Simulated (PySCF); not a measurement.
Compound: carbon diselenide, CSe2.
SMILES: `[Se]=C=[Se]`

Method: PySCF 2.14.0, density-fitted response routines, TDDFT CAM-B3LYP/aug-cc-pVTZ, vertical, gas phase, core orbitals frozen in the response. Isolated species at its PBE0-D3(BJ)/def2-TZVP geometry, gas phase. Relativistic effects, spin–orbit coupling among them, are left out although an element past zinc is present.

**Question.** List the vertical singlet excitations with oscillator strengths and describe the spectrum.

**Answer.** 

```csv
state,E (eV),E (kJ/mol),λ (nm),f,symmetry,"main configurations (H = HOMO, L = LUMO)"
S1,3.10,299,400.2,0.0000,–,H-1/H→L/L+1 (98%)
S2,3.39,328,365.2,0.0000,–,H-1/H→L/L+1 (99%)
S3,3.39,328,365.2,0.0000,–,H-1/H→L/L+1 (99%)
S4,5.69,549,218.0,1.032,Σu+,H-1/H→L/L+1 (≥88%)
S5,5.87,566,211.2,0.0000,–,H-3/H-2→L/L+1 (97%)
S6,6.13,591,202.4,0.0000,–,H-1/H→L+2 (≥84%)
S7,6.13,591,202.4,0.0000,–,H-1/H→L+2 (≥84%)
S8,6.17,596,200.9,0.0000,–,H-3/H-2→L/L+1 (98%)
S9,6.17,596,200.9,0.0000,–,H-3/H-2→L/L+1 (98%)
```

Triplets (Tamm–Dancoff): T1 2.63 eV, H-1/H→L/L+1 (97%); T2 2.85 eV, H-1/H→L/L+1 (≥94%); T3 2.85 eV, H-1/H→L/L+1 (≥94%).

The lowest singlet comes at 400 nm (299 kJ/mol) in the visible; it is dark (f under 0.0005); its leading configuration is HOMO-1/HOMO→LUMO/LUMO+1 (98%). The most intense listed level is S4 at 5.69 eV (218 nm, f = 1.032), 2.59 eV above S1. S2/S3, S6/S7 and S8/S9 lie within about 0.01 eV of each other in each set; the point group D∞h has degenerate representations, and within a degenerate level the listed configurations can mix freely. Löwdin shares by element: HOMO (one of a set within 0.03 eV) selenium 76%, carbon 24%; LUMO (one of a set within 0.03 eV) selenium 66%, carbon 34%. Weighted by f, the mean energy of these states is 5.69 eV. Orbital energies (eV): HOMO-3 -11.63, HOMO-2 -11.63, HOMO-1 -8.38, HOMO -8.38, LUMO -1.31, LUMO+1 -1.31, LUMO+2 0.60. The oscillator strengths of these states sum to 1.032; summed over the whole spectrum of an exact calculation they would give the number of electrons, 74 (Thomas–Reiche–Kuhn). S1 lies in the visible range (380 to 750 nm), at 400 nm, dark in the vertical dipole picture (f under 0.0005); light of that wavelength is violet, and its complementary colour is yellow-green; a Tamm–Dancoff triplet lies at 471 nm, without intensity as long as spin–orbit coupling is left out. Symmetry labels in D∞h follow from the direction of the transition dipole and are given only for states with f of 0.002 or more. Orbitals of the list HOMO-3 to LUMO+2 that lie within 0.01 eV of each other are written together with a slash and their weights summed (≥ marks a lower bound); for degenerate orbitals outside that list single weights are arbitrary. Only the lowest 10 singlets were computed, as vertical energies without vibronic structure. The highest level found (6.39 eV, f 0.0000 so far) is left out, since the window may have cut off a degenerate partner.
